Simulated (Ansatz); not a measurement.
`C=C[CH2][In]([F])[F]` → 3 C• + 2 F• + 5 H• + In•  (atomization)

Gas-phase electronic energies from Ansatz, PBE0-D4/def2-TZVP geometries. CCSD(T)/CBS adds triple-zeta CCSD(T) − MP2 to the extrapolated MP2 energy (def2 sets, frozen cores). This one scheme is used for every species, atoms too. For atomizations the MP2-based limit and the directly extrapolated one differ by several kJ/mol either way, and by 10 to 25 for some Ge, Se and Sn compounds, so smaller differences from it don't rank the levels. DFT in def2-TZVPP. B3LYP here is the variant with VWN-RPA as its local correlation; programs differ in this. Open shells (•) are unrestricted, without spin–orbit coupling. Spin–orbit coupling would lower the free atoms: a little for C, F; strongly for In. def2 core potentials past Kr. For In outer-core shells are correlated without core-valence functions, so the limit isn't a true one: a few kJ/mol of doubt a bond, and 10 to 20 or more in all where bonds break to atoms. Each species was taken in one conformer, which may not be the lowest.

```json
{"level": "PBE", "ΔE (kJ/mol)": "4283.8"}
{"level": "B3LYP", "ΔE (kJ/mol)": "4139.6"}
{"level": "MP2/def2-SVP", "ΔE (kJ/mol)": "4087.1"}
{"level": "CCSD/def2-SVP", "ΔE (kJ/mol)": "3942.1"}
{"level": "MP2/def2-TZVPP", "ΔE (kJ/mol)": "4198.3"}
{"level": "SCS-MP2/def2-TZVPP", "ΔE (kJ/mol)": "4141.2"}
{"level": "SCS-MP2/def2-QZVPP", "ΔE (kJ/mol)": "4219.3"}
{"level": "CCSD/CBS(def2)", "ΔE (kJ/mol)": "4142.1"}
```

Question: What does CCSD(T)/CBS give? (An estimate is asked.)

Answer: Computed: +4216.7 kJ/mol. The listed levels differ from it by 67.1, -77.1, -129.6, -274.6, -18.4, -75.5, 2.6, -74.6 kJ/mol.

Largest T1 diagnostic among the species: 0.015.

From r2SCAN to r2SCAN0 (25 % exact exchange), in def2-TZVPP and without D4, ΔE moves by −90.4 kJ/mol: exact exchange takes away binding that semilocal exchange gives to molecules. In def2-TZVPP, CCSD(T) changes the Hartree–Fock value by +1057.0 kJ/mol (the triples alone add +74.6 kJ/mol) and MP2 by +1157.3 kJ/mol; breaking electron pairs costs correlation energy, which Hartree–Fock lacks.
